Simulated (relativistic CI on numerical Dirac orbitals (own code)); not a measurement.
# Cu³⁺: L2,3 absorption edge

Computed with this model: Dirac-Coulomb-Breit CI, KLI orbitals optimised for each configuration, QED by a radiative potential, valence Slater integrals scaled by 0.9, multiplet model of core-to-valence dipole absorption; configurations [Ar] 3d8 → [He] 2s2 2p5 3s2 3p6 3d9; 300 K; Lorentzian 0.4 eV and Gaussian 0.3 eV FWHM. Energies are those of the free ion, without screening or charge transfer. The branching ratio is the share of the lower-energy edge in the whole absorption, uncertain by about 0.02 where the edges overlap. S is read from ⟨S²⟩ = S(S + 1).

Field parameters in Wybourne normalisation: Td as Oh with Dq negative (B⁴₀ = 21Dq, B⁴₄ = √(5/14) B⁴₀). The field is a parameter set, without covalency.

Case Td, 10Dq = -8750 cm⁻¹, the dichroism is that of the ground state at zero temperature, magnetised by exchange field 10 meV on Sz. The dichroism I(Δm = −1) − I(Δm = +1), over the sum of the three polarisations, integrates to -0.0746 on the lower edge and -0.0016 on the upper edge. The branching ratio is 0.915.

(1) Use the orbital sum rule with 2 holes to get ⟨Lz⟩.

Answers

(1) For a p → d edge ⟨Lz⟩ = 2 × n_h × (sum of both integrals) in this sign convention = -0.30; the ground state itself has ⟨Lz⟩ = -0.30 and ⟨Sz⟩ = -0.18. The rule assumes one radial integral for both edges, which relativistic orbitals only approach.
